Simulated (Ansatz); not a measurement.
Start from `[Cl][Al]1[CH2][O]1` and change one atom or group to get `[SiH3][Al]1[CH2][O]1`.

Ansatz, PBE0-D4/def2-TZVP geometries, multiplicity 1. 

```csv
property,`[Cl][Al]1[CH2][O]1`
HOMO–LUMO gap (PBE/def2-TZVPP) / eV,3.19
"ideal-gas entropy at 298 K and 1 bar (rigid rotor, harmonic PBE0-D4/def2-TZVP) / J/(mol·K)",301
LUMO energy (PBE0/def2-TZVPP) / eV,-1.55
HOMO–LUMO gap (PBE0/def2-TZVPP) / eV,5.30
HOMO energy (PBE0/def2-TZVPP) / eV,-6.85
LUMO energy (B3LYP/def2-TZVPP) / eV,-1.81
```

(1) Give the same properties after the change, and the shifts. (An estimate is asked.)

Results:

(1) Computed: 
```tsv
property	`[SiH3][Al]1[CH2][O]1`	shift
HOMO–LUMO gap (PBE/def2-TZVPP) / eV	2.82	-0.37
ideal-gas entropy at 298 K and 1 bar (rigid rotor, harmonic PBE0-D4/def2-TZVP) / J/(mol·K)	345	44
LUMO energy (PBE0/def2-TZVPP) / eV	-1.60	-0.05
HOMO–LUMO gap (PBE0/def2-TZVPP) / eV	4.70	-0.60
HOMO energy (PBE0/def2-TZVPP) / eV	-6.30	0.55
LUMO energy (B3LYP/def2-TZVPP) / eV	-1.77	0.04
```

With PBE0 the HOMO rises by 0.55 eV and the LUMO falls by 0.05 eV, so the gap narrows by about 0.60 eV. PBE moves the HOMO by 0.43 eV and ωB97M-V by 0.61 eV. The zero-point energy changes by 60.1 kJ/mol with +9 modes. Modes under 60 cm⁻¹, often nearly free rotors, make the harmonic entropy too high.

B3LYP here is the variant with VWN-RPA as its local correlation; programs differ in this.
